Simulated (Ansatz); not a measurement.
Ti(OH)Cl3 (TiCl3OH). The state is a singlet with charge 0. Geometry r2SCAN-D4/def2-SVP, basis def2-TZVP, Ansatz.

```tsv
run	HOMO (eV)	LUMO (eV)
A	-7.97	-4.19
B	-10.50	-2.12
C	-8.91	-3.39
D	-12.43	0.83
E	-9.20	-3.17
F	-9.45	-3.16
```

B3LYP takes the VWN-RPA correlation.

Question: The runs used B3LYP, CAM-B3LYP, HF, LDA (SPW92), PBE0, r2SCAN0. Estimate which is which.

Answer: A LDA (SPW92) (0 % exact exchange); B CAM-B3LYP (range-separated); C B3LYP (20 % exact exchange); D HF (100 % exact exchange); E PBE0 (25 % exact exchange); F r2SCAN0 (25 % exact exchange). Exact exchange lowers occupied and raises empty levels; among semilocal functionals meta-GGAs tend to open the gap a little, and such runs are hard to tell apart. The gap grows from 3.79 eV (LDA (SPW92)) to 13.26 eV (HF).
